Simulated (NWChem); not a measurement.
System: C$_{4}$H$_{6}$S; SMILES C1=CSCC1

Input file for NWChem:

```
start job
memory heap 200 mb stack 900 mb global 1100 mb
geometry units angstroms noautosym nocenter noautoz
  C      0.880046    -1.176853     0.104800
  C      1.265589     0.102136     0.022949
  S     -0.032572     1.256993    -0.252359
  C     -1.272972    -0.045065     0.113707
  C     -0.589720    -1.392884    -0.131747
  H      1.580775    -2.002903     0.244860
  H      2.290846     0.472326     0.087952
  H     -1.566814     0.063016     1.169902
  H     -2.160305     0.115742    -0.513496
  H     -0.746436    -1.729894    -1.174987
  H     -1.020491    -2.172171     0.517426
end
basis spherical
  * library 6-31g*
end
dft
  xc m06-2x
  iterations 150
end
cosmo
  do_cosmo_smd true
  solvent water
end
task dft energy
```

Excerpt of the output:

```
             Northwest Computational Chemistry Package (NWChem) 7.3.0
             --------------------------------------------------------

                             Geometry "geometry" -> ""
                             -------------------------

 Output coordinates in angstroms (scale by  1.889725989 to convert to a.u.)

  No.       Tag          Charge          X              Y              Z
 ---- ---------------- ---------- -------------- -------------- --------------
    1 C                    6.0000     0.88004600    -1.17685300     0.10480000
    2 C                    6.0000     1.26558900     0.10213600     0.02294900
    3 S                   16.0000    -0.03257200     1.25699300    -0.25235900
    4 C                    6.0000    -1.27297200    -0.04506500     0.11370700
    5 C                    6.0000    -0.58972000    -1.39288400    -0.13174700
    6 H                    1.0000     1.58077500    -2.00290300     0.24486000
    7 H                    1.0000     2.29084600     0.47232600     0.08795200
    8 H                    1.0000    -1.56681400     0.06301600     1.16990200
    9 H                    1.0000    -2.16030500     0.11574200    -0.51349600
   10 H                    1.0000    -0.74643600    -1.72989400    -1.17498700
   11 H                    1.0000    -1.02049100    -2.17217100     0.51742600

 Effective nuclear repulsion energy (a.u.)     216.9021884559

                                 NWChem DFT Module
                                 -----------------

 Summary of "ao basis" -> "ao basis" (spherical)
 ------------------------------------------------------------------------------
       Tag                 Description            Shells   Functions and Types
 ---------------- ------------------------------  ------  ---------------------
 C                           6-31g*                  6       14   3s2p1d
 S                           6-31g*                  8       18   4s3p1d
 H                           6-31g*                  2        2   2s

 in cosmo_initialize ...
 calling solv_data for solv:h2o

 solvent parameters
 solvname_short: h2o
 solvname_long:  water
 dielec:       78.4000
 dielecinf:     1.7769
 aqueous SMD model solvent descriptors
 dielec:       78.4000
 sola:          0.8200

[...]

                                COSMO-SMD solvation results
                                ---------------------------

             internal energy in gas <Psi(g)|H|Psi(g)> =      -554.084129445920
         internal energy in solvent <Psi(s)|H|Psi(s)> =      -554.083165545087
                               delta internal energy  =         0.000963900833 (    0.60 kcal/mol)
   total free energy in solvent <Psi(s)|H+V/2|Psi(s)> =      -554.090363921207
 polarization energy contribution <Psi(s)|V/2|Psi(s)> =        -0.007198376120 (   -4.52 kcal/mol)
    total free energy in solvent including G(SMD-CDS) =      -554.086726565557
                       G(SMD-CDS) energy contribution =         0.003637355650 (    2.28 kcal/mol)
     1 M fixed-concentration free energy of solvation =        -0.002597119638 (   -1.63 kcal/mol)

                       DFT Final Molecular Orbital Analysis
                       ------------------------------------

 Vector   21  Occ=2.000000D+00  E=-3.798655D-01
              MO Center=  5.5D-02,  5.7D-01, -1.9D-01, r^2= 3.0D+00
   Bfn.  Coefficient  Atom+Function         Bfn.  Coefficient  Atom+Function
  ----- ------------  ---------------      ----- ------------  ---------------
    36      0.425468   3 S  py               37     -0.274230   3 S  pz
    38      0.237277   3 S  s                50     -0.176630   4 C  py
    32     -0.162911   3 S  py               40      0.151146   3 S  py
    64      0.149457   5 C  py               34      0.147005   3 S  s
    18     -0.141271   2 C  py               19     -0.141665   2 C  pz

 Vector   22  Occ=2.000000D+00  E=-3.613552D-01
              MO Center=  3.1D-01,  2.4D-01, -2.2D-02, r^2= 3.0D+00
   Bfn.  Coefficient  Atom+Function         Bfn.  Coefficient  Atom+Function
  ----- ------------  ---------------      ----- ------------  ---------------
    36      0.332801   3 S  py               19      0.297321   2 C  pz
    37      0.279713   3 S  pz               23      0.214743   2 C  pz
     5      0.184744   1 C  pz               41      0.158981   3 S  pz
    40      0.149658   3 S  py               32     -0.126349   3 S  py
    86     -0.125846  11 H  s                 9      0.120807   1 C  pz

 Vector   23  Occ=2.000000D+00  E=-2.531008D-01
              MO Center=  2.4D-01,  3.2D-01, -1.2D-01, r^2= 3.2D+00
   Bfn.  Coefficient  Atom+Function         Bfn.  Coefficient  Atom+Function
  ----- ------------  ---------------      ----- ------------  ---------------
    37      0.528374   3 S  pz               41      0.368654   3 S  pz
     5     -0.296569   1 C  pz                9     -0.259180   1 C  pz
    19     -0.203523   2 C  pz               33     -0.195955   3 S  pz
    23     -0.170192   2 C  pz               80     -0.140892   8 H  s
    84     -0.127104  10 H  s                36      0.114400   3 S  py

 Vector   24  Occ=0.000000D+00  E= 5.598273D-02
              MO Center=  7.5D-01, -3.0D-01, -2.7D-03, r^2= 3.0D+00
   Bfn.  Coefficient  Atom+Function         Bfn.  Coefficient  Atom+Function
  ----- ------------  ---------------      ----- ------------  ---------------
    23     -0.604023   2 C  pz                9      0.591068   1 C  pz
     5      0.365385   1 C  pz               19     -0.365433   2 C  pz
    39      0.325565   3 S  px               54      0.292158   4 C  py
    84      0.234302  10 H  s                41      0.165426   3 S  pz
    52      0.161220   4 C  s                40      0.156243   3 S  py

[...]
```

Level: M06-2X/6-31G* (spherical d), SMD on the gas-phase geometry. Geometry: optimised at PBE0/def2-SVP. Solvent: water.
